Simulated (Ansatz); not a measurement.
`C[SiH](O)CS` at its PBE0-D4/def2-TZVP geometry, where that method's forces vanish. Charge 0, multiplicity 1.

```
atom    x (Å)    y (Å)    z (Å)
  C1   1.5740   0.2166  -0.5875
 Si2  -0.0167   0.8533   0.1448
  O3   0.0390   0.9480   1.7881
  C4  -1.4491  -0.2740  -0.3260
  S5  -1.3551  -1.8462   0.5828
  H6   2.4048   0.8655  -0.2998
  H7   1.5215   0.2016  -1.6799
  H8   1.8109  -0.7934  -0.2431
  H9  -0.2749   2.2326  -0.3458
 H10  -0.1658   0.1195   2.2324
 H11  -1.5449  -0.4583  -1.3979
 H12  -2.3851   0.1806   0.0098
 H13  -0.1587  -2.2458   0.1220
```

Task: For each bond, give half the difference of the two atoms' forces along it (eV/Å; positive pushes the atoms apart) under PBE-D4, r2SCAN-D4, B3LYP-D4, ωB97M-V in def2-TZVPP. (An estimate is asked.)

Result: Ansatz gave: 
```
  bond  length (Å)  PBE-D4  r2SCAN-D4  B3LYP-D4  ωB97M-V
C1–Si2       1.863   -0.07      -0.02      0.07     0.02
 C1–H6       1.093    0.11      -0.01     -0.05    -0.05
 C1–H7       1.094    0.10      -0.01     -0.04    -0.04
 C1–H8       1.093    0.12       0.00     -0.05    -0.04
Si2–O3       1.647    0.31       0.03      0.13     0.16
Si2–C4       1.883   -0.07      -0.03      0.03    -0.01
Si2–H9       1.487    0.04      -0.02     -0.18    -0.18
O3–H10       0.962    0.37       0.02     -0.03    -0.08
 C4–S5       1.818    0.19       0.21      0.31     0.14
C4–H11       1.092    0.08      -0.04     -0.10    -0.08
C4–H12       1.093    0.12      -0.03     -0.11    -0.07
S5–H13       1.343    0.26       0.01     -0.03    -0.11
```

B3LYP here is the variant with VWN-RPA as its local correlation; programs differ in this.
